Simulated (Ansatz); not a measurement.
Basis sets compared for the cluster Ge12Mo. The state is a singlet with charge 0. Geometry PBE-D4/def2-SVP. Ansatz on 2 threads of AMD EPYC 7R13 on a shared host and a share (18 GiB) of an NVIDIA H100 80GB HBM3; times are rough, and most runs start from earlier orbitals.

Cartesian coordinates in Å:
```
Mo 0.1486 -0.2828 0.2403
Ge -0.6904 1.7859 -1.6700
Ge -2.2200 0.6061 1.6163
Ge -0.9804 -1.2585 2.6370
Ge 0.8108 -2.6010 0.8104
Ge -2.2207 -0.1863 -0.8415
Ge 0.3677 1.1809 2.3863
Ge -0.8895 -2.4948 -1.1605
Ge 1.1495 1.5571 -3.5166
Ge 0.3062 -0.6514 -2.5008
Ge 1.5037 -1.1485 2.8862
Ge 0.7573 2.6377 0.2738
Ge 1.9571 0.8555 -1.1608
```

In the def2 sets Mo takes a core potential; there is no spin–orbit coupling. Single mean-field runs in def2-SVP, def2-TZVP are fitted with def2-universal-jkfit. The restricted singlet is unstable towards broken spin symmetry in Hartree–Fock (as tested in another run); at PBE-D4/def2-TZVP, PBE0-D4/def2-SVP, PBE0-D4/def2-TZVP this wasn't settled. No other spin state of charge 0 was run. Another isomer (singlet) lies 1.20 eV lower at PBE0-D4/def2-TZVP; other spin states weren't run for this one.

Binding counts from free atoms (Mo septet, Ge triplet) in the same basis, without a counterpoise term.

```csv
level,functions,energy (Eh),HOMO (eV),LUMO (eV),binding per atom (eV),wall time
PBE-D4/def2-SVP,415,-24985.9093,-5.29,-4.15,3.59,3.6 s
PBE0-D4/def2-SVP,415,-24986.4278,-6.05,-3.65,3.36,4.3 s
```

Q: Estimate the rows for PBE-D4/def2-TZVP (with forces), PBE0-D4/def2-TZVP.

A: 
```json
{"level": "PBE-D4/def2-TZVP (with forces)", "functions": "616", "energy (Eh)": "-24989.0699", "HOMO (eV)": "-5.24", "LUMO (eV)": "-4.10", "binding per atom (eV)": "3.61", "wall time": "6 s"}
{"level": "PBE0-D4/def2-TZVP", "functions": "616", "energy (Eh)": "-24989.5846", "HOMO (eV)": "-5.98", "LUMO (eV)": "-3.58", "binding per atom (eV)": "3.39", "wall time": "7 s"}
```
